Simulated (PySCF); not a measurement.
## TlN: a composite coupled-cluster calculation

State: ³Σ⁻, triplet, unpaired electrons π ↑↑. De refers to Tl + N. ROHF-based CCSD(T) in PySCF 2.14 with Tl cc-pwCVDZ-PP with ECP60, N aug-cc-pVDZ and Tl cc-pwCVTZ-PP with ECP60, N aug-cc-pVTZ (frozen core orbitals: 5; scalar-relativistic core potentials). Correlation energies are extrapolated as n⁻³ (n = 2, 3), Hartree–Fock as (n+1)·exp(−9√n).

```
      Level  Re (Å)  ωe (cm⁻¹)  ωexe (cm⁻¹)  αe (cm⁻¹)  De (eV)
 CCSD(T)/DZ  2.3492      370.3         2.47    0.00205    1.263
 CCSD(T)/TZ  2.3152      389.6         2.49    0.00204    1.459
     HF/CBS  2.2796      431.7         2.11    0.00182   -0.072
    MP2/CBS  2.2852      415.7         2.05    0.00182    1.403
   CCSD/CBS  2.2948      407.6         2.36    0.00195    1.380
CCSD(T)/CBS  2.3059      396.6         2.46    0.00201    1.540
```

Question: How much is left between CCSD(T)/TZ and the basis-set limit, and how much do the triples give at the limit?

Answer: CCSD(T)/CBS less CCSD(T)/TZ: -9.3 mÅ in Re, +7.0 cm⁻¹ in ωe and +0.081 eV in De. CCSD(T)/CBS less CCSD/CBS: +11.1 mÅ in Re, -11.0 cm⁻¹ in ωe and +0.160 eV in De.

The T1 diagnostic is 0.026. The state was picked by a PBE0 search and need not be the measured ground state. Spin–orbit coupling, excitations beyond (T) and corrections to the Born–Oppenheimer picture are left out, and spin–orbit coupling matters for open p, d or f shells this heavy.

The whole job (state search and all basis sets along the bond) took about 51 min on 4 threads of Arm Neoverse V1 (shared host), peak memory 12 GiB.
